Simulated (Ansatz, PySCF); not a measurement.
This PySCF input computes a r2SCAN/def2-TZVPD energy:

```python
from pyscf import gto, scf, dft

mol = gto.M(
    atom='''
    Be    0.00000000    0.00000000    0.00000000
    Cl   -0.00000000   -0.00000000   -1.80410498
    Cl    0.00000000    0.00000000    1.80410498
    ''',
    basis='def2-tzvpd',
    charge=0,
    spin=0,
    verbose=4,
)

mf = dft.RKS(mol, xc='r2scan').density_fit(auxbasis='def2-universal-jkfit')
mf.grids.level = 4
mf.conv_tol = 1e-9
mf.max_cycle = 100
mf.max_memory = 1500
mf.kernel()
if not mf.converged:
    mf = mf.newton()
    mf.kernel(mf.make_rdm1())
mf.analyze()
```

**Question.** Write an input for the same energy in Ansatz (an electronic-structure program) and say what it gives.

**Answer.** 
Ansatz 0.2 input:
```yaml
crystal:
  periodic: [false, false, false]
  atoms:
    - {symbol: Be, position_ang: [0.00000000, 0.00000000, 0.00000000]}
    - {symbol: Cl, position_ang: [-0.00000000, -0.00000000, -1.80410498]}
    - {symbol: Cl, position_ang: [0.00000000, 0.00000000, 1.80410498]}
basis:
  gaussian:
    orbitals: def2-TZVPD
hamiltonian:
  xc: {name: r2SCAN}
output: {forces: true}
```
It gives -935.24978 Eh, and PySCF -935.24976 Eh, a difference of 0.02 mEh, from the treatment of integrals and grids.
